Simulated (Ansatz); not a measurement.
Basis-set extrapolation for `CCC(=O)C(C)C` (PBE0-D4/def2-TZVP geometry, frozen core, Ansatz 0.2.0). Multiplicity 1, RHF reference.

```csv
,def2-TZVPP,def2-QZVPP
HF,-309.185448,-309.199712
MP2 correlation,-1.263907,-1.346826
CCSD(T) correlation,-1.378563,not run
```

Energies in hartree. Use E(X) = E(∞) + A·exp(−7.88·√X) for Hartree–Fock and E(X) = E(∞) + B·X^(−2.97) for correlation, with X = 3 and 4, and add CCSD(T) minus MP2 of the smaller set to the MP2 limit.

Task: What is the CCSD(T) energy at the basis-set limit?

Result: HF limit: -309.199712 + (-0.014264) × 0.13774 = -309.20168. MP2 limit: -1.346826 + (-0.082919) × 0.74074 = -1.40825. Higher-order term: -1.378563 − (-1.263907) = -0.11466. Total: -310.72459 hartree, 100.8 kcal/mol below CCSD(T)/def2-TZVPP.
